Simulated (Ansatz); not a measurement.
CH₉BSSi₂ (`B[SiH2]CS[SiH3]`), relaxed with RKS PBE-D4/def2-SVP in Ansatz 0.2.0 from a rough embedded geometry. The force threshold is 0.03 eV/Å; the program also tests the step.

Total charge 0; spin multiplicity 1.

Start:

```xyz
14

B     1.124    0.696   -2.433
Si    0.598    1.021   -0.628
C     0.833   -0.542    0.320
S     0.352   -0.389    2.073
Si   -1.717   -0.749    1.883
H     2.004    1.391   -2.949
H     0.567   -0.086   -3.136
H     1.398    2.044   -0.042
H    -0.789    1.407   -0.624
H     0.242   -1.405   -0.150
H     1.917   -0.865    0.249
H    -2.338    0.212    0.979
H    -1.875   -2.049    1.281
H    -2.317   -0.687    3.176
```

```tsv
step	energy (eV)	largest force (eV/Å)	largest move (Å)
1	-28423.8173	1.666	0.000
2	-28424.2347	0.980	0.139
3	-28424.3114	0.362	0.108
4	-28424.3263	0.068	0.118
5	-28424.3299	0.087	0.108
6	-28424.3347	0.052	0.142
7 (rejected)	-28424.3302	0.423	0.195
8	-28424.3362	0.114	0.097
9	-28424.3367	0.166	0.099
10	-28424.3401	0.016	0.056
11	-28424.3404	0.047	0.035
12	-28424.3406	0.055	0.046
13	-28424.3408	0.035	0.004
14	-28424.3410	0.012	0.017
```

End:

```xyz
14

B     1.186    0.780   -2.604
Si    0.703    0.958   -0.657
C     0.875   -0.655    0.354
S     0.336   -0.483    2.117
Si   -1.797   -0.708    1.912
H     1.487    1.755   -3.268
H     1.135   -0.292   -3.181
H     1.441    2.059    0.058
H    -0.762    1.349   -0.686
H     0.346   -1.500   -0.135
H     1.945   -0.946    0.409
H    -2.446    0.405    1.133
H    -2.128   -2.010    1.228
H    -2.320   -0.712    3.320
```

It took 20 s on 4 threads of an Arm Neoverse V2 on a shared host, with 0.18 GiB of host memory at the peak.
